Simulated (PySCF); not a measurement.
Radial density of I (iodine, neutral)

r2SCAN, [Kr] 4d10 5s2 5p4 5d1, one real determinant (an excited configuration). Calculation: PySCF 2.14, in aug-cc-pwCVTZ-DK3 with one added diffuse shell each of s, p, d, f type (11s10p8d5f1g, 125 functions); scalar relativity by spin-free X2C-1e.

```
r (bohr)  4πr²ρ (e/bohr)  4πr²(ρα − ρβ)
  0.0268           64.03         0.0165
  0.0451           62.59         0.0415
  0.0759           87.71         0.0367
   0.128           69.97         0.0020
   0.215           72.28         0.0997
   0.361           45.07        -0.0003
   0.608           26.74         0.2490
    1.02           16.43        -0.0128
    1.72           4.774         1.0570
    2.89           1.734         0.7684
    4.87          0.2504         0.1997
    8.18         0.07275         0.0726
    13.8       0.0005588         0.0006
```

Densities and radii are taken from the X2C orbitals without a picture-change correction, which distorts them close to the nucleus.

⟨L²⟩ = 8.04 against 12 for a pure F term, so this real determinant mixes terms. The outer electron is Rydberg-like, and this basis confines it to a smaller radius and binds it less than a complete one would.

Question: Where is the radial spin density 4πr²(ρα − ρβ) most negative, and why is it negative at all?

Answer: Around r = 1.02 bohr, down to -0.0128 e/bohr: exchange with the open shell polarises the paired shells in an unrestricted calculation.
